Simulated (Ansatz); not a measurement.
Total energies of the cluster Si₄H₆ from Ansatz at r2SCAN-D4/def2-TZVPD, gas phase (1 Eh = 27.2114 eV = 2625.5 kJ/mol). The reference geometry is relaxed at PBE-D4/def2-SVP.

```xyz
10

Si    1.031   -0.529    1.373
Si    1.380    1.149    0.043
Si   -0.561    0.725   -1.171
Si   -0.945   -1.111    0.286
H    -2.203   -1.000    1.110
H    -1.619    1.798   -1.113
H     2.456    2.193   -0.067
H     1.768   -1.108    2.548
H    -0.948   -2.457   -0.394
H    -0.360    0.342   -2.616
```

```
                 state   geometry  energy (Eh)
      charge 0 singlet  reference  -1161.45922
     charge -1 doublet  reference  -1161.48246
free Si atom (triplet)          –   -289.34127
 free H atom (doublet)          –     -0.49993
```

Problem. Work out the vertical electron affinity, to the doublet.

Solution. E(charge 0 singlet) − E(charge -1 doublet) = -1161.45922 − (-1161.48246) = 0.02324 Eh = 0.63 eV.

Problem. What is the binding energy per atom against free atoms?

Solution. Atoms: 4 × (-289.34127) + 6 × (-0.49993) = -1160.36466 Eh. Binding: -1160.36466 − (-1161.45922) = 1.09456 Eh = 29.78 eV, or 2.98 eV for each of 10 atoms (no zero-point energy, no counterpoise term).

The restricted singlet is unstable towards broken spin symmetry in Hartree–Fock (as tested in another run); at r2SCAN-D4/def2-TZVPD this wasn't settled. At r2SCAN-D4/def2-TZVPD the highest occupied level of the charge -1 doublet lies above zero (up to 1.47 eV). By energy differences its removal costs 0.63 eV (vertical, to the charge 0 singlet, at r2SCAN-D4/def2-TZVPD); a positive level beside a positive removal energy at the same level points to self-interaction error. 

The structure comes from a short search, and lower isomers may exist.
